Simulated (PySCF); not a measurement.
A structure optimised at B3LYP-D3(BJ)/def2-TZVP, used in a PySCF frequency run:

```
Si
H 1 1.4868
H 1 1.4868 2 107.05
H 1 1.4868 2 107.05 3 -114.51
Cd 1 2.5294 2 111.79 3 122.74
H 5 1.6993 4 155.87 1 -180.00
```

Task: Write its SMILES, formula and point group.

Result: [SiH3][CdH], CdH4Si, C3v

Task: What are its rotational constants (standard atomic weights)?

Result: 87.691, 2.9485, 2.9485 GHz
